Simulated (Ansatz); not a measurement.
Ligand-field states of trans-NiH2(PH3)2 (NiP₂H₈) at its PBE-D4/def2-SVP geometry (relaxed as a singlet).

| atom | x (Å) | y (Å) | z (Å) |
| --- | --- | --- | --- |
| Ni1 | 0.057 | -0.135 | -0.086 |
| H2 | 0.561 | -1.343 | -0.837 |
| P3 | 1.932 | 0.787 | -0.018 |
| H4 | 2.463 | 1.139 | 1.269 |
| H5 | 2.057 | 2.091 | -0.605 |
| H6 | 3.151 | 0.249 | -0.555 |
| H7 | -0.454 | 1.086 | 0.673 |
| P8 | -1.915 | -0.828 | -0.007 |
| H9 | -2.945 | 0.007 | -0.557 |
| H10 | -2.514 | -0.990 | 1.287 |
| H11 | -2.393 | -2.063 | -0.563 |

CASSCF(8,5) on the Ni 3d shell in def2-TZVP, averaged with equal weights over 10 triplets and 15 singlets, then SC-NEVPT2; Ansatz, no spin–orbit coupling. The space holds no ligand orbitals and no second d shell, so covalent complexes are described poorly. NEVPT2 shifts the excited states by 2.8 to 5.3 eV; shifts past about 1.5 eV mark a space that is too small, and such energies aren't to be trusted.

Task: Estimate the states' energies above the lowest.

Result: 
```csv
state,CASSCF (eV),NEVPT2 (eV)
triplet 1,0.01,3.12
triplet 2,0.14,3.45
triplet 3,0.51,3.89
triplet 4,1.26,4.76
triplet 5,2.77,8.10
triplet 6,2.80,8.07
triplet 7,2.96,8.29
triplet 8,3.72,8.56
triplet 9,4.70,9.56
triplet 10,4.98,9.80
singlet 1,0.00,0.00
singlet 2,1.86,4.69
singlet 3,1.88,4.87
singlet 4,2.22,5.29
singlet 5,2.47,5.54
singlet 6,4.71,9.75
singlet 7,5.09,10.12
singlet 8,5.20,10.23
singlet 9,5.28,10.25
singlet 10,5.38,10.31
singlet 11,5.80,10.86
singlet 12,5.85,10.89
singlet 13,5.93,10.90
singlet 14,5.93,10.94
singlet 15,9.49,13.62
```
The lowest NEVPT2 state is a singlet. It took 27 s on 2 threads of Intel Xeon 6975P-C on a shared host, peak host memory 0.8 GiB.
